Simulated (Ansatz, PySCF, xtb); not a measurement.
Reaction (SMILES): Br[SiH](Br)Br [tribromosilane] + 2 [SiH4] (SiH4) -> 3 [SiH3]Br [bromosilane]
Each molecule is optimised on its own at B3LYP-D3(BJ)/def2-TZVP (Ansatz, a quantum-chemistry and plane-wave program). Frequencies are from Ansatz or PySCF.

Wanted: bond separation energy (0 K, with B3LYP-D3(BJ) harmonic zero-point energies), in eV. Cores are frozen in the correlated levels unless marked. Spin-orbit coupling is left out. Frozen are the shells of the preceding noble gas and the d and f shells that filled before the atom's block. No relativistic terms. CBS(X,Y): correlation extrapolated as X^-3; Hartree-Fock from the larger set.

```json
[
 {"level": "GFN1-xTB", "program": "xtb", "bond separation energy (eV)": "-0.58"},
 {"level": "revPBE-D3(BJ)/def2-TZVPD", "program": "Ansatz + dftd3", "bond separation energy (eV)": "0.16"},
 {"level": "BHLYP/def2-TZVPD", "program": "Ansatz", "bond separation energy (eV)": "___"},
 {"level": "CCSD/def2-QZVPP", "program": "Ansatz", "bond separation energy (eV)": "0.03"},
 {"level": "CCSD(T)/CBS(def2-TZVPPD,def2-QZVPPD)", "program": "Ansatz", "bond separation energy (eV)": "___"}
]
```

Task: Complete the blanks.

Result: 
- BHLYP/def2-TZVPD, bond separation energy (eV): -0.03
- CCSD(T)/CBS(def2-TZVPPD,def2-QZVPPD), bond separation energy (eV): 0.07
